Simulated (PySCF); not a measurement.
Computed Raman spectrum (relative Raman activity) of a molecule C4H6ClF. The structure is a stationary point at r2SCAN-D4/def2-SVP. The values are those of a single conformer. Method: PySCF with r2SCAN-D4/def2-SVP. Frequencies are harmonic and unscaled.

Lines under 2 % of the strongest are left out, and lines within 2 cm⁻¹ are merged.

ν (cm⁻¹): 390 (w), 738 (w), 819 (vw), 844 (vw), 952 (w), 1004 (w), 1043 (w), 1182 (vw), 1227 (w), 1265 (w), 1364 (vw), 1396 (w), 1423 (w), 1489 (w), 3095 (s), 3135 (m), 3138 (vs), 3172 (s), 3235 (s), 3245 (m) (against the strongest line: vs over 80 %, s over 45 %, m over 15 %, w over 4 %, vw less)

Q: Pick the molecule that these values belong to.
(A) F[C@H](Cl)C1CC1
(B) CC/C=C(\F)Cl
(C) C[C@@H]1[C@H](F)[C@@H]1Cl
(D) C[C@@H](F)/C=C\Cl

A: A, F[C@H](Cl)C1CC1
